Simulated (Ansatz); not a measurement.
This geometry of CH$_{7}$ClOSi$_{2}$ (12 atoms, charge 0, multiplicity 1) is a first-order saddle point.

Theory: RKS r2SCANh-D4/STO-3G (Ansatz).

```xyz
12
Properties=species:S:1:pos:R:3
O -2.718 0.291 -0.080
Si -1.281 -0.623 -0.178
C 0.220 0.305 0.524
Si 1.862 -0.011 -0.347
Cl -0.139 2.139 0.497
H -2.566 0.895 0.722
H -1.074 -0.938 -1.572
H -1.354 -1.867 0.566
H 0.323 0.080 1.596
H 2.925 0.693 0.324
H 2.111 -1.432 -0.296
H 1.767 0.413 -1.721
```

(1) Which two structures does it join? (They come from a converged band through this point; their orientation in space is the band's.)

(2) How far does it lie above each of them?

## Answers

(1) No bond is made or broken. The dihedral H6–O1–Si2–H7 goes from -68 to -180°.

First end point:

```xyz
12
Properties=species:S:1:pos:R:3
O -2.718 0.003 0.535
Si -1.282 -0.612 -0.145
C 0.230 0.316 0.519
Si 1.884 -0.063 -0.300
Cl -0.149 2.140 0.315
H -2.644 1.001 0.359
H -1.239 -0.503 -1.590
H -1.199 -1.999 0.245
H 0.310 0.187 1.609
H 2.927 0.738 0.290
H 2.166 -1.463 -0.088
H 1.791 0.200 -1.714
```

Last end point:

```xyz
12
Properties=species:S:1:pos:R:3
O -2.771 0.219 0.219
Si -1.286 -0.446 -0.289
C 0.219 0.468 0.407
Si 1.888 -0.117 -0.251
Cl 0.041 2.290 0.047
H -2.741 0.144 1.232
H -1.280 -0.361 -1.727
H -1.118 -1.826 0.130
H 0.222 0.414 1.506
H 2.953 0.650 0.344
H 2.037 -1.509 0.102
H 1.914 0.019 -1.685
```

(2) 0.096 eV above the first and 0.018 eV above the second. This is the barrier of this one path; another mechanism may lie lower. Limits of this set-up: minimal basis.

Run time: 8.7 min on 1 thread of Arm Neoverse V1, with other jobs on the host, peak memory 0.14 GiB.
